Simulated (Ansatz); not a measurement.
Mulliken charges of C2Cl4F2, SMILES `FC(F)(Cl)C(Cl)(Cl)Cl` from r2SCAN/def2-TZVPP in Ansatz (PBE0-D4/def2-TZVP geometry).

| atom | x (Å) | y (Å) | z (Å) | charge (e) |
| --- | --- | --- | --- | --- |
| F1 | 1.729 | -0.365 | 0.187 | -0.139 |
| C2 | 0.624 | -0.083 | -0.498 | 0.345 |
| F3 | 0.833 | 1.047 | -1.170 | -0.139 |
| Cl4 | 0.305 | -1.381 | -1.639 | -0.074 |
| C5 | -0.559 | 0.127 | 0.502 | 0.170 |
| Cl6 | -0.115 | 1.448 | 1.583 | -0.057 |
| Cl7 | -2.010 | 0.551 | -0.393 | -0.053 |
| Cl8 | -0.808 | -1.344 | 1.428 | -0.053 |

Question: By hand: the dipole of these point charges (1 e Å = 4.8032 D).

Answer: Σ q r = (-0.103, -0.040, 0.026) e Å, of length 0.114 e Å = 0.55 D.

Question: How does the dipole of the full density compare? (Estimate.)

Answer: Ansatz gave: (-0.090, -0.035, 0.023) e Å, 0.48 D; the point charges give 1.15 times that, at 0° from its direction.

Point charges leave out the atoms' own dipoles, such as those of lone pairs, and Mulliken's split depends on the basis, so the close match here is no proof of good charges.
